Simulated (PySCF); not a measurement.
C4H11NSi. Atoms are numbered in the order given.

```xyz
17

C      0.7108    -2.9966     0.0000
C     -0.2855    -1.8421     0.0000
N      0.4009    -0.5561     0.0000
C     -0.2890     0.5339     0.0000
C     -1.8047     0.5987     0.0000
Si     0.7118     2.1574     0.0000
H      0.1922    -3.9764     0.0000
H      1.3644    -2.9451    -0.8935
H      1.3644    -2.9451     0.8935
H     -0.9627    -1.9160    -0.8855
H     -0.9627    -1.9160     0.8855
H     -2.2198     0.0782     0.8905
H     -2.1861     1.6380     0.0000
H     -2.2198     0.0782    -0.8905
H      2.1835     1.8738     0.0000
H      0.3430     2.9783     1.2115
H      0.3430     2.9783    -1.2115
```
Charge 0, spin multiplicity 1.

Geometry: PBE-D3(BJ)/def2-SVP. The structure was generated by enumeration; whether it is a known compound was not checked. Other conformers were not sampled.

Level of theory: PBE-D3(BJ)/def2-SVP in PySCF 2.14.0.

Frequencies are harmonic and unscaled.

```json
[
 {"mode": "1", "ν (cm⁻¹)": "48", "IR (km/mol)": "0.0", "moving atoms (share of kinetic energy)": "H 52 %, C 36 %, N 13 %"},
 {"mode": "2", "ν (cm⁻¹)": "60", "IR (km/mol)": "0.1", "moving atoms (share of kinetic energy)": "H 85 %, C 13 %"},
 {"mode": "3", "ν (cm⁻¹)": "130", "IR (km/mol)": "1.3", "moving atoms (share of kinetic energy)": "H 91 %"},
 {"mode": "4", "ν (cm⁻¹)": "141", "IR (km/mol)": "0.3", "moving atoms (share of kinetic energy)": "C 42 %, H 27 %, Si 22 %, N 10 %"},
 {"mode": "5", "ν (cm⁻¹)": "166", "IR (km/mol)": "0.7", "moving atoms (share of kinetic energy)": "H 66 %, N 18 %, C 12 %"},
 {"mode": "6", "ν (cm⁻¹)": "249", "IR (km/mol)": "0.5", "moving atoms (share of kinetic energy)": "C 54 %, H 35 %, N 8 %"},
 {"mode": "7", "ν (cm⁻¹)": "256", "IR (km/mol)": "0.6", "moving atoms (share of kinetic energy)": "H 73 %, C 21 %"},
 {"mode": "8", "ν (cm⁻¹)": "372", "IR (km/mol)": "10.6", "moving atoms (share of kinetic energy)": "C 55 %, H 32 %, N 10 %"},
 {"mode": "9", "ν (cm⁻¹)": "393", "IR (km/mol)": "1.7", "moving atoms (share of kinetic energy)": "Si 46 %, C 28 %, H 16 %, N 10 %"},
 {"mode": "10", "ν (cm⁻¹)": "456", "IR (km/mol)": "7.9", "moving atoms (share of kinetic energy)": "H 45 %, N 30 %, C 24 %"},
 {"mode": "11", "ν (cm⁻¹)": "609", "IR (km/mol)": "28.1", "moving atoms (share of kinetic energy)": "H 79 %, Si 13 %"},
 {"mode": "12", "ν (cm⁻¹)": "621", "IR (km/mol)": "31.0", "moving atoms (share of kinetic energy)": "H 70 %, C 19 %, Si 9 %"},
 {"mode": "13", "ν (cm⁻¹)": "689", "IR (km/mol)": "2.4", "moving atoms (share of kinetic energy)": "C 41 %, H 30 %, N 23 %"},
 {"mode": "14", "ν (cm⁻¹)": "753", "IR (km/mol)": "0.0", "moving atoms (share of kinetic energy)": "H 84 %, C 13 %"},
 {"mode": "15", "ν (cm⁻¹)": "858", "IR (km/mol)": "28.6", "moving atoms (share of kinetic energy)": "H 48 %, C 32 %, N 20 %"},
 {"mode": "16", "ν (cm⁻¹)": "873", "IR (km/mol)": "219.0", "moving atoms (share of kinetic energy)": "H 81 %, Si 9 %"},
 {"mode": "17", "ν (cm⁻¹)": "898", "IR (km/mol)": "33.0", "moving atoms (share of kinetic energy)": "H 95 %"},
 {"mode": "18", "ν (cm⁻¹)": "911", "IR (km/mol)": "41.8", "moving atoms (share of kinetic energy)": "H 97 %"},
 {"mode": "19", "ν (cm⁻¹)": "942", "IR (km/mol)": "0.1", "moving atoms (share of kinetic energy)": "H 64 %, C 36 %"},
 {"mode": "20", "ν (cm⁻¹)": "969", "IR (km/mol)": "3.3", "moving atoms (share of kinetic energy)": "H 49 %, C 41 %, N 10 %"},
 {"mode": "21", "ν (cm⁻¹)": "1042", "IR (km/mol)": "4.3", "moving atoms (share of kinetic energy)": "C 42 %, H 37 %, N 22 %"},
 {"mode": "22", "ν (cm⁻¹)": "1065", "IR (km/mol)": "5.9", "moving atoms (share of kinetic energy)": "H 61 %, C 34 %"},
 {"mode": "23", "ν (cm⁻¹)": "1071", "IR (km/mol)": "0.6", "moving atoms (share of kinetic energy)": "C 64 %, H 35 %"},
 {"mode": "24", "ν (cm⁻¹)": "1133", "IR (km/mol)": "15.5", "moving atoms (share of kinetic energy)": "C 68 %, H 24 %"},
 {"mode": "25", "ν (cm⁻¹)": "1242", "IR (km/mol)": "1.2", "moving atoms (share of kinetic energy)": "H 88 %, C 11 %"},
 {"mode": "26", "ν (cm⁻¹)": "1304", "IR (km/mol)": "20.8", "moving atoms (share of kinetic energy)": "H 74 %, C 25 %"},
 {"mode": "27", "ν (cm⁻¹)": "1313", "IR (km/mol)": "18.0", "moving atoms (share of kinetic energy)": "H 79 %, C 21 %"},
 {"mode": "28", "ν (cm⁻¹)": "1349", "IR (km/mol)": "23.2", "moving atoms (share of kinetic energy)": "H 73 %, C 27 %"},
 {"mode": "29", "ν (cm⁻¹)": "1372", "IR (km/mol)": "2.3", "moving atoms (share of kinetic energy)": "H 90 %, C 9 %"},
 {"mode": "30", "ν (cm⁻¹)": "1397", "IR (km/mol)": "20.2", "moving atoms (share of kinetic energy)": "H 91 %, C 8 %"},
 {"mode": "31", "ν (cm⁻¹)": "1398", "IR (km/mol)": "8.0", "moving atoms (share of kinetic energy)": "H 96 %"},
 {"mode": "32", "ν (cm⁻¹)": "1409", "IR (km/mol)": "8.3", "moving atoms (share of kinetic energy)": "H 97 %"},
 {"mode": "33", "ν (cm⁻¹)": "1425", "IR (km/mol)": "4.2", "moving atoms (share of kinetic energy)": "H 96 %"},
 {"mode": "34", "ν (cm⁻¹)": "1641", "IR (km/mol)": "43.5", "moving atoms (share of kinetic energy)": "C 55 %, N 44 %"},
 {"mode": "35", "ν (cm⁻¹)": "2140", "IR (km/mol)": "93.3", "moving atoms (share of kinetic energy)": "H 98 %"},
 {"mode": "36", "ν (cm⁻¹)": "2144", "IR (km/mol)": "107.8", "moving atoms (share of kinetic energy)": "H 96 %"},
 {"mode": "37", "ν (cm⁻¹)": "2201", "IR (km/mol)": "75.0", "moving atoms (share of kinetic energy)": "H 96 %"},
 {"mode": "38", "ν (cm⁻¹)": "2899", "IR (km/mol)": "30.7", "moving atoms (share of kinetic energy)": "H 95 %"},
 {"mode": "39", "ν (cm⁻¹)": "2940", "IR (km/mol)": "25.1", "moving atoms (share of kinetic energy)": "H 91 %, C 9 %"},
 {"mode": "40", "ν (cm⁻¹)": "2954", "IR (km/mol)": "3.5", "moving atoms (share of kinetic energy)": "H 97 %"},
 {"mode": "41", "ν (cm⁻¹)": "2977", "IR (km/mol)": "24.6", "moving atoms (share of kinetic energy)": "H 97 %"},
 {"mode": "42", "ν (cm⁻¹)": "3029", "IR (km/mol)": "4.2", "moving atoms (share of kinetic energy)": "H 91 %, C 9 %"},
 {"mode": "43", "ν (cm⁻¹)": "3069", "IR (km/mol)": "9.5", "moving atoms (share of kinetic energy)": "H 91 %, C 9 %"},
 {"mode": "44", "ν (cm⁻¹)": "3072", "IR (km/mol)": "17.5", "moving atoms (share of kinetic energy)": "H 91 %, C 9 %"},
 {"mode": "45", "ν (cm⁻¹)": "3073", "IR (km/mol)": "16.3", "moving atoms (share of kinetic energy)": "H 91 %, C 9 %"}
]
```
